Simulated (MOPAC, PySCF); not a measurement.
H2GeO2, SMILES `[OH][Ge][OH]` (lower singlet; H–O–Ge–O torsion 0°, O–Ge–O–H torsion 0°), neutral singlet in the gas phase. This singlet lies 2.94 eV below the relaxed triplet at the level frozen-core CCSD(T)/cc-pVTZ // B3LYP-D3(BJ)/def2-TZVP (Ansatz).

Cartesian coordinates (Å):
```xyz
5

O     -1.4060     0.1612    -0.0201
Ge    -0.0035     1.1215    -0.6242
O      1.4051     0.1087    -0.1302
H     -1.2415    -0.6724     0.4360
H      1.2459    -0.7189     0.3386
```
Charge 0, multiplicity 1.

All levels are single points at this geometry (B3LYP-D3(BJ)/def2-TZVP); Pople sets use spherical d functions. Orbital energies aren't observables, and empty levels follow the basis.

B3LYP/6-311+G** (LANL2DZ on Ge) in PySCF gives gap (eV) = 5.84.

Problem. Estimate the gap (eV) from each of these levels: B3LYP-D3(BJ)/def2-TZVP in PySCF; B3LYP/3-21G in PySCF; B3LYP/6-31G* in PySCF; B3LYP/LANL2DZ in PySCF; HF/STO-3G in PySCF; AM1 in MOPAC; PM6 in MOPAC; PM7 in MOPAC.

Solution. 
```tsv
level	gap (eV)
B3LYP-D3(BJ)/def2-TZVP in PySCF	6.00
B3LYP/3-21G in PySCF	5.95
B3LYP/6-31G* in PySCF	6.04
B3LYP/LANL2DZ in PySCF	5.88
HF/STO-3G in PySCF	12.79
AM1 in MOPAC	8.38
PM6 in MOPAC	9.38
PM7 in MOPAC	9.69
```
